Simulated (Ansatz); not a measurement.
`[F][Sn][N]([SiH3])[SiH3]` + HCl → `[SiH3][N]([SiH3])[Sn][Cl]` + H–F at 400 K and 1 bar (ligand exchange at the Sn–F bond).

Isolated molecules relaxed with PBE0-D4/def2-TZVP in Ansatz; ΔE leaves out vibrations. CBS: MP2 limit from def2 TZ/QZ plus the TZ coupled-cluster correction, frozen cores. This one scheme is used for every species. Elements past krypton have def2 core potentials. For Sn outer-core shells are correlated without core-valence functions, which leaves a few kJ/mol of doubt a bond. Each species was taken in one conformer, which may not be the lowest.

```tsv
species	CCSD(T)/CBS energy (Eh)	H − E (kJ/mol)	S (J/(mol·K))
`[F][Sn][N]([SiH3])[SiH3]`	-950.39647	192.8	441.7
HCl	-460.38127	29.6	195.4
`[SiH3][N]([SiH3])[Sn][Cl]`	-1310.39360	192.0	450.7
H–F	-100.39570	36.5	182.2
```

H − E and S are ideal-gas, rigid-rotor, harmonic terms from PBE0-D4/def2-TZVP, for one conformer and one mirror image of each species. 1 Eh = 2625.50 kJ/mol, R = 8.31446 J/(mol·K).

Problem. By hand: ΔE, ΔH, ΔS and ΔG.

Solution. ΔE = (-1310.39360) + (-100.39570) − (-950.39647) − (-460.38127) = -0.01156 Eh = -30.4 kJ/mol. Δ(H − E) = 192.0 + 36.5 − 192.8 − 29.6 = 6.1, so ΔH = -24.3 kJ/mol. ΔS = 450.7 + 182.2 − 441.7 − 195.4 = -4.2 J/(mol·K). ΔG = -24.3 − 400 × (-4.2)/1000 = -22.6 kJ/mol.

Problem. By hand: the equilibrium constant, and the temperature at which ΔG would vanish if ΔH and ΔS stayed fixed.

Solution. log₁₀ K = −ΔG/(RT ln 10) = 3.0. ΔG = 0 at ΔH/ΔS = 5786 K, far beyond where these terms or the molecules hold.

The number of gas molecules stays the same, so ΔS is small and ΔH decides. A doubt of 5 kJ/mol in ΔE shifts log₁₀ K by 0.7 here. Other conformers and mirror images would add mixing entropy, several J/(mol·K) or more a flexible species. Modes under 60 cm⁻¹, often nearly free rotors, make the harmonic entropy too high. These are equilibria of isolated gas molecules and say nothing of rates. Largest T1 diagnostic: 0.016 (customary marks: 0.02 for closed shells, 0.045 for open ones).
